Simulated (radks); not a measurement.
Values are calculated unless marked as measured or tabulated.
All-electron atom: Tm33+ in [Kr].

Level of theory: scalar-relativistic Kohn-Sham, PBE, spin-polarised, spherical densities, point nucleus (a radial shooting solver on a logarithmic mesh with Libxc functionals).

Energy parts (eV):
total: -353022.51
kinetic: 385237.43
electron-nucleus: -816802.53
Hartree: 84914.35
exchange-correlation: -6371.77

Orbitals (lengths in bohr, moments of r in powers of bohr):
1s: occ. 2; eigenvalue (eV) -60610.50; <r^2> 0.0005484; <1/r> 79.11; <r^4> 8.075e-07; <r> 0.02001
2s: occ. 2; eigenvalue (eV) -11324.24; <r^2> 0.008501; <1/r> 18.44; <r^4> 0.0001243; <r> 0.08481
2p: occ. 6; eigenvalue (eV) -10153.49; <r^2> 0.006933; <1/r> 16.97; <r^4> 0.00009497; <r> 0.07536
3s: occ. 2; eigenvalue (eV) -3524.730; <r^2> 0.05458; <1/r> 6.882; <r^4> 0.004453; <r> 0.2187
3p: occ. 6; eigenvalue (eV) -3169.678; <r^2> 0.05469; <1/r> 6.427; <r^4> 0.004646; <r> 0.2174
3d: occ. 10; eigenvalue (eV) -2740.843; <r^2> 0.04505; <1/r> 6.092; <r^4> 0.003522; <r> 0.1964
4s: occ. 2; eigenvalue (eV) -1571.170; <r^2> 0.2264; <1/r> 3.250; <r^4> 0.07115; <r> 0.4490
4p: occ. 6; eigenvalue (eV) -1440.121; <r^2> 0.2407; <1/r> 3.057; <r^4> 0.08154; <r> 0.4616
4d: occ. 0; eigenvalue (eV) -1274.906; <r^2> 0.2441; <1/r> 2.866; <r^4> 0.08689; <r> 0.4623
5s: occ. 0; eigenvalue (eV) -884.6705; <r^2> 0.6734; <1/r> 1.864; <r^4> 0.6056; <r> 0.7768
5p: occ. 0; eigenvalue (eV) -825.5229; <r^2> 0.7236; <1/r> 1.772; <r^4> 0.7036; <r> 0.8036

The highest occupied level is 4p at -1440.1 eV. For comparison, the ionisation energy in NIST's Atomic Spectra Database is 1442 eV (theoretical). In exact Kohn-Sham theory the highest level is minus the ionisation energy, but local and semilocal functionals leave it too shallow, through self-interaction and a potential that decays too fast; potentials with the right tail come closer.
